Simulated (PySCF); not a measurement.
SMILES B[NH3+] (charge +1) at its B3LYP/def2-SVP optimised geometry (Å):

```
7

B     -0.7245    -0.0015     0.0000
N      0.8245    -0.0015     0.0000
H     -1.2449    -1.0731    -0.0369
H     -1.2405     1.0731     0.0000
H      1.1441     0.0563    -0.9856
H      1.2449    -0.8616     0.3839
H      1.2392     0.8156     0.4747
```

Level of theory: B3LYP/def2-TZVP (PySCF). Cells within 0.4 Å of a nucleus heavier than hydrogen are left out (blank, or x).

Map of the Laplacian of the electron density (e/bohr⁵), clipped to [-1.50, 1.50] on the plane z = 0.0 Å:

```
|5555555555555555555555555555555|
|5555555555555555555555555555555|
|5555555555555555555555555555555|
|5555555555555555555555555555555|
|5555555555555555555555555555555|
|5555555555555555555555555555555|
|5555555555555555555555555555555|
|5555555555555555555555555555555|
|5555555555555555555555555555555|
|5555555555555555555555555555555|
|5555555550045555555555555555555|
|5555555550034555556555555555555|
|5555555554224555666555555555555|
|5555555554336555554235655555555|
|55555555555xxx5440xx16655555555|
|55555555559xxx642xxxx6655555555|
|55555555555xxx5440xx16655555555|
|5555555554336555553135655555555|
|5555555554224555666545555555555|
|5555555550034555556555555555555|
|5555555550045555555555555555555|
|5555555555555555555555555555555|
|5555555555555555555555555555555|
|5555555555555555555555555555555|
|5555555555555555555555555555555|
|5555555555555555555555555555555|
|5555555555555555555555555555555|
|5555555555555555555555555555555|
|5555555555555555555555555555555|
|5555555555555555555555555555555|
|5555555555555555555555555555555|
```
Scale: ten equal steps from -1.50 (start of '0') to 1.35 (end of '9'), in the order '0123456789'; x runs from -3.50 to 3.50, y from -3.50 (bottom) to 3.50 (top).
